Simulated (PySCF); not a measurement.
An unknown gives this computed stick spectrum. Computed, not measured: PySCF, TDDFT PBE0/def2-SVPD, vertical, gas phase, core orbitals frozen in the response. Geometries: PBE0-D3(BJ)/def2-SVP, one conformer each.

| state | E (eV) | f | main configurations (H = HOMO, L = LUMO) |
| --- | --- | --- | --- |
| S1 | 7.26 | 0.0030 | H→L (87%) |
| S2 | 7.49 | 0.0052 | H→L+1 (42%), H→L+2 (32%) |
| S3 | 7.54 | 0.0042 | H-1→L (53%), H-1→L+2 (19%), H-1→L+1 (14%) |
| S4 | 7.72 | 0.013 | H-1→L+1 (63%), H-1→L+2 (22%) |
| S5 | 7.73 | 0.016 | H→L+2 (43%), H→L+1 (36%) |
| S6 | 7.95 | 0.076 | H-1→L+2 (45%), H-1→L (30%), H-1→L+1 (13%) |
| S7 | 8.05 | 0.016 | H-2→L (64%), H-3→L (9%) |
| S8 | 8.20 | 0.0070 | H-2→L+1 (33%), H-2→L+2 (20%), H→L+3 (11%) |
| S9 | 8.30 | 0.022 | H→L+3 (63%), H-2→L+1 (15%) |
| S10 | 8.40 | 0.096 | H-1→L+3 (46%), H→L+3 (10%), H→L+5 (8%) |

Triplets computed (Tamm–Dancoff): 6.98, 7.17, 7.22, 7.39 eV.

Question: Which candidate is it? All have the formula CH10O2Si3.
A. `O([SiH2]C[SiH3])[SiH2]O`
B. `C[Si@H]([SiH3])O[SiH2]O`
C. `[Si@@H]([SiH3])(OC)O[SiH3]`

Answer: A. Its S1, at 7.26 eV, is the highest among the candidates; the nearest of the others has S1 at 6.42 eV. S1 is HOMO→LUMO (87%). Löwdin shares by element: HOMO oxygen 27% or more, silicon 27% or more, hydrogen 12% or more (atoms not listed hold the other 34%); LUMO silicon 37% or more, oxygen 18% or more, hydrogen 11% or more (atoms not listed hold the other 34%). At the same level the other candidates give, for their lowest levels:
- `CO[Si@@H]([SiH3])O[SiH3]`: 6.42 eV (f 0.011); 6.79 eV (f 0.026); 7.04 eV (f 0.010); 7.26 eV (f 0.004); 7.33 eV (f 0.002); T1 5.78 eV; HOMO -7.91, LUMO -0.31 eV
- `C[Si@H]([SiH3])O[SiH2]O`: 6.37 eV (f 0.022); 6.79 eV (f 0.027); 6.99 eV (f 0.023); 7.28 eV (f 0.002); 7.34 eV (f 0.004); T1 5.62 eV; HOMO -7.71, LUMO -0.12 eV

Conformer computed: `[OH:1][SiH2:2][O:3][SiH2:4][CH2:5][SiH3:6]`: O1–Si2–O3–Si4 -170°, Si2–O3–Si4–C5 16°, O3–Si4–C5–Si6 -55°, H–O1–Si2–O3 -64°.

Without π bonds the low states are Rydberg-like; a valence basis with one diffuse set may place them up to an eV too high.
